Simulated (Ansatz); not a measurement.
Ansatz results at the PBE0-D4/def2-TZVP geometry: LUMO energy (PBE0/def2-TZVPP) 0.49 eV; HOMO–LUMO gap (PBE0/def2-TZVPP) 9.01 eV; LUMO energy (ωB97M-V/def2-TZVPP) 1.96 eV.

Each molecule was computed in one conformer, which needn't be the lowest.

Which molecule gave them?
A. `CN([Si](N)(O)O)[Si](N)(F)F`
B. `N[Si](Cl)(Cl)[Si](N)(Cl)Cl`
C. `O[Si@@H](F)N[Si@@H](O)F`
D. `C[SiH](O)O[SiH2]O`

C. The others give `CN([Si](N)(O)O)[Si](N)(F)F`: 0.53, 7.95, 1.95; `C[SiH](O)O[SiH2]O`: 0.26, 8.54, 1.77; `N[Si](Cl)(Cl)[Si](N)(Cl)Cl`: -0.43, 7.25, 1.45.
